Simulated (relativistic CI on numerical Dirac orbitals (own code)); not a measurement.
**Inner-shell lines of Si2+**

Method of calculation: Dirac-Coulomb-Breit CI, orbitals from a KLI potential per configuration, model QED, unscaled Slater integrals (own radial code, finite nucleus).

CI space (outside the closed core 2s2 2p6): 1s2.3s2, 1s.3s2.3p, 1s.3s2.4p, 1s.3s.3p.4p, 1s2.3s.3p, 1s.3s.3p2. Levels of other configurations are missing.

The table holds the strongest lines. The upper levels have an inner-shell vacancy. Auger decay, open to those above the ionisation limit, is not computed, and radiative decays to configurations outside the model are missing too. Absolute energies can be off by a few tenths of a per cent, and with unscaled integrals term splittings come out 10 to 25 % too wide, so close lines can change order. LS names give the leading component, which can be well under half, for lower levels too. Brackets number the levels in order of energy.

```tsv
λ (Å)	Upper	Lower	A (s⁻¹)	gA (s⁻¹)
6.72609	1s.3s.3p2 1D_2 [19]	1s2.3s.3p 1P°_1 [5]	4.85e+11	2.42e+12
6.72281	1s.3s.3p2 3P_1 [14]	1s2.3s.3p 3P°_2 [4]	1.06e+12	3.18e+12
6.72277	1s.3s.3p2 3P_0 [13]	1s2.3s.3p 3P°_1 [3]	2.57e+12	2.57e+12
6.72269	1s.3s.3p2 3P_1 [14]	1s2.3s.3p 3P°_1 [3]	6.41e+11	1.92e+12
6.72265	1s.3s.3p2 3P_2 [15]	1s2.3s.3p 3P°_2 [4]	1.92e+12	9.59e+12
6.72264	1s.3s.3p2 3P_1 [14]	1s2.3s.3p 3P°_0 [2]	8.65e+11	2.60e+12
6.72254	1s.3s.3p2 3P_2 [15]	1s2.3s.3p 3P°_1 [3]	6.51e+11	3.26e+12
6.72124	1s.3s2.3p 1P°_1 [9]	1s2.3s2 1S_0 [1]	3.10e+12	9.31e+12
6.71312	1s.3s.3p2 1P_1 [25]	1s2.3s.3p 1P°_1 [5]	4.31e+12	1.29e+13
6.71149	1s.3s.3p2 3D_3 [16]	1s2.3s.3p 3P°_2 [4]	1.42e+12	9.91e+12
6.71147	1s.3s.3p2 3D_2 [17]	1s2.3s.3p 3P°_2 [4]	3.56e+11	1.78e+12
6.71136	1s.3s.3p2 3D_2 [17]	1s2.3s.3p 3P°_1 [3]	1.06e+12	5.28e+12
6.71134	1s.3s.3p2 3D_1 [18]	1s2.3s.3p 3P°_1 [3]	5.91e+11	1.77e+12
6.71129	1s.3s.3p2 3D_1 [18]	1s2.3s.3p 3P°_0 [2]	7.80e+11	2.34e+12
6.70368	1s.3s.3p2 3S_1 [20]	1s2.3s.3p 3P°_2 [4]	7.50e+11	2.25e+12
6.69571	1s.3s.3p2 3P_2 [24]	1s2.3s.3p 3P°_2 [4]	5.89e+11	2.95e+12
6.65736	1s.3s.3p.4p 3D_2 [43]	1s2.3s.3p 3P°_1 [3]	3.84e+11	1.92e+12
6.65734	1s.3s.3p.4p 3D_3 [44]	1s2.3s.3p 3P°_2 [4]	5.30e+11	3.71e+12
6.65422	1s.3s.3p.4p 1D_2 [62]	1s2.3s.3p 1P°_1 [5]	4.13e+11	2.07e+12
6.65388	1s.3s.3p.4p 1P_1 [63]	1s2.3s.3p 1P°_1 [5]	7.15e+11	2.15e+12
```
